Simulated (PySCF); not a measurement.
Members of the series CXY, Y = H; each row names its spin state. Isolated molecules, 0 K electronic values unless said otherwise. One relaxed conformer stands for each flexible species; it need not be the lowest. Strings in code marks are SMILES.

Level of theory: PBE0-D3(BJ)/def2-TZVP (PySCF 2.14.0). All candidates: neutral, multiplicity 3. 

| Property | Value |
|---|---|
| dipole moment | 0.15 D |
| highest occupied spin orbital | -6.55 eV |

Task: Name which member has these values.
(A) `[CH]C#C` (lower triplet)
(B) `[CH]N` (excited triplet)
(C) `[CH]F` (excited triplet)
(D) `[CH]Cl` (triplet; the order of the spin states depends on the level)

Result: A, `[CH]C#C` (lower triplet). The others give `[CH]N` (excited triplet): 1.58 D, -5.72 eV; `[CH]F` (excited triplet): 1.04 D, -6.46 eV; `[CH]Cl` (triplet; the order of the spin states depends on the level): 0.78 D, -6.41 eV
